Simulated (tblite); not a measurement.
Species: C4H7BF2O3.
Atom-mapped SMILES: `[CH3:1][O:2][C@@:3]1([B:4]([F:5])[F:6])[CH2:7][O:8][CH2:9][O:10]1` (hydrogens: H11, H12, H13 on C1; H14, H15 on C7; H16, H17 on C9)

Computed with GFN2-xTB (tblite), gas phase: L-BFGS steps from a force-field or distance-geometry start until the largest atomic force falls under 0.01 eV/Å.

Step 92: E = -955.6321 eV
```
atom  x, y, z in Å  |  force x, y, z in eV/Å
C1      2.1287   -0.5784    0.1500    0.022   0.007   0.002
O2      0.9561   -0.5004   -0.6368   -0.005  -0.024  -0.021
C3     -0.0643    0.3060   -0.0843    0.018  -0.004   0.008
B4      0.3926    1.8270    0.2037   -0.002  -0.004   0.001
F5      0.1814    2.4476    1.3341   -0.020  -0.002  -0.005
F6      0.9707    2.5582   -0.7220   -0.012  -0.022  -0.009
C7     -1.2588    0.2022   -1.0918    0.015   0.010   0.016
O8     -2.2808   -0.4286   -0.3631    0.029   0.015   0.011
C9     -1.6376   -1.1181    0.6677   -0.004  -0.001   0.000
O10    -0.5915   -0.2831    1.0919   -0.005   0.008   0.018
H11     1.9009   -0.9362    1.1577   -0.011   0.000  -0.003
H12     2.6197    0.3988    0.2168    0.000   0.014   0.003
H13     2.7801   -1.2859   -0.3581   -0.006   0.006  -0.004
H14    -1.6229    1.1685   -1.4418    0.006  -0.006   0.007
H15    -0.9196   -0.4097   -1.9359   -0.007   0.003  -0.004
H16    -1.2317   -2.0810    0.3060   -0.017  -0.005  -0.011
H17    -2.3301   -1.2749    1.4960   -0.002   0.004  -0.010
```

Step 93: E = -955.6323 eV
```
atom  x, y, z in Å  |  force x, y, z in eV/Å
C1      2.1301   -0.5793    0.1492    0.012   0.003  -0.002
O2      0.9573   -0.4997   -0.6371   -0.009  -0.024  -0.026
C3     -0.0633    0.3060   -0.0841    0.017  -0.009   0.005
B4      0.3919    1.8273    0.2036   -0.008  -0.002  -0.002
F5      0.1757    2.4491    1.3326   -0.016  -0.002  -0.008
F6      0.9704    2.5577   -0.7223   -0.008  -0.016  -0.006
C7     -1.2577    0.2011   -1.0920    0.022   0.015   0.012
O8     -2.2804   -0.4280   -0.3633    0.035   0.015   0.022
C9     -1.6382   -1.1161    0.6695   -0.006  -0.013  -0.004
O10    -0.5907   -0.2821    1.0926   -0.014  -0.008   0.006
H11     1.9026   -0.9473    1.1528   -0.007  -0.005   0.011
H12     2.6167    0.3991    0.2260    0.003   0.021  -0.001
H13     2.7842   -1.2793   -0.3656   -0.003   0.006  -0.002
H14    -1.6204    1.1677   -1.4431    0.003  -0.006   0.005
H15    -0.9186   -0.4117   -1.9360   -0.008   0.007   0.007
H16    -1.2353   -2.0812    0.3097   -0.010   0.006  -0.009
H17    -2.3313   -1.2712    1.4977   -0.003   0.011  -0.008
```

Step 94: E = -955.6325 eV
```
atom  x, y, z in Å  |  force x, y, z in eV/Å
C1      2.1319   -0.5798    0.1481   -0.002  -0.002  -0.005
O2      0.9590   -0.4997   -0.6380   -0.013  -0.019  -0.020
C3     -0.0617    0.3052   -0.0840    0.010  -0.015   0.003
B4      0.3913    1.8267    0.2037   -0.012  -0.002  -0.005
F5      0.1686    2.4499    1.3307   -0.011   0.001  -0.013
F6      0.9709    2.5561   -0.7222   -0.004  -0.008  -0.003
C7     -1.2563    0.2003   -1.0921    0.022   0.014   0.005
O8     -2.2802   -0.4262   -0.3628    0.041   0.015   0.030
C9     -1.6393   -1.1141    0.6712   -0.006  -0.020  -0.008
O10    -0.5897   -0.2817    1.0932   -0.016  -0.027  -0.009
H11     1.9044   -0.9579    1.1479    0.000  -0.006   0.018
H12     2.6127    0.4006    0.2345    0.006   0.021  -0.003
H13     2.7893   -1.2721   -0.3727    0.000   0.007   0.001
H14    -1.6170    1.1671   -1.4443    0.000  -0.007   0.004
H15    -0.9182   -0.4140   -1.9358   -0.009   0.013   0.018
H16    -1.2404   -2.0816    0.3126   -0.002   0.018  -0.006
H17    -2.3323   -1.2668    1.5000   -0.005   0.017  -0.008
```

**Question.** Estimate the geometry and energy of step 95. (The exact step hangs on the optimiser's Hessian estimate; all steps are aligned on step 94, rigid shifts and turns removed.)

**Answer.** E = -955.6329 eV, largest force 0.062 eV/Å
```
atom  x, y, z in Å  |  force x, y, z in eV/Å
C1      2.1347   -0.5800    0.1469   -0.026  -0.009  -0.012
O2      0.9609   -0.5022   -0.6386   -0.017  -0.011  -0.009
C3     -0.0591    0.3027   -0.0836    0.000  -0.020   0.003
B4      0.3906    1.8248    0.2037   -0.015  -0.003  -0.004
F5      0.1585    2.4502    1.3276   -0.006   0.002  -0.019
F6      0.9709    2.5529   -0.7224    0.003   0.004  -0.002
C7     -1.2540    0.2003   -1.0915    0.015   0.007  -0.002
O8     -2.2800   -0.4225   -0.3618    0.048   0.014   0.036
C9     -1.6412   -1.1119    0.6730   -0.007  -0.022  -0.013
O10    -0.5887   -0.2826    1.0941   -0.012  -0.047  -0.023
H11     1.9082   -0.9676    1.1429    0.006  -0.008   0.032
H12     2.6073    0.4032    0.2411    0.016   0.025  -0.003
H13     2.7965   -1.2640   -0.3790    0.007   0.007  -0.002
H14    -1.6120    1.1681   -1.4442    0.000  -0.008   0.004
H15    -0.9182   -0.4154   -1.9354   -0.010   0.018   0.027
H16    -1.2473   -2.0820    0.3148    0.005   0.030  -0.003
H17    -2.3341   -1.2619    1.5023   -0.007   0.022  -0.011
```

The energy changes by -0.0004 eV. The first-order estimate −F·Δx gives -0.0005 eV and the mean of the old and new forces, exact on a quadratic surface, -0.0004 eV. The step makes an angle of 79° with the force vector and moves no atom by more than 0.013 Å.

The cost below is that of the whole relaxation. Time: 0.75 s wall. Hardware: an Arm Neoverse V1 with one thread, shared host.
